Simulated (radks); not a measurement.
Task: Coherent X-ray form factor from a spherical all-electron density. Method: Dirac Kohn-Sham, relativistic LDA (MacDonald-Vosko exchange, VWN5 correlation), spin-unpolarised, spherical densities, finite nucleus; Fermi nuclear charge, rms radius of each element as measured or else 0.836 A^(1/3) + 0.57 fm; computed with a radial shooting solver on a logarithmic mesh with Libxc functionals.

sin(theta)/lambda (1/angstrom)  f0 (electrons)
0.05                                    11.841
0.1                                     11.402
0.15                                    10.775
0.2                                     10.067
0.25                                     9.365
0.3                                      8.715
0.4                                      7.601
0.5                                      6.650
0.6                                      5.777
0.8                                      4.243
1                                        3.103
1.25                                     2.221
1.5                                      1.747
2                                        1.333

The species is in the configuration that NIST lists as its ground one. Which atom or ion scatters so?

Result: The phosphorus ion P3+, [Ne] 3s2. Extrapolating in s^2 from the first two rows gives f0(0) = 12.0, near the electron count 12; among species with that count, the fall with angle is slower the higher Z, and the table is that of Z = 15; from so few rows the species is fixed only to a neighbour or two.
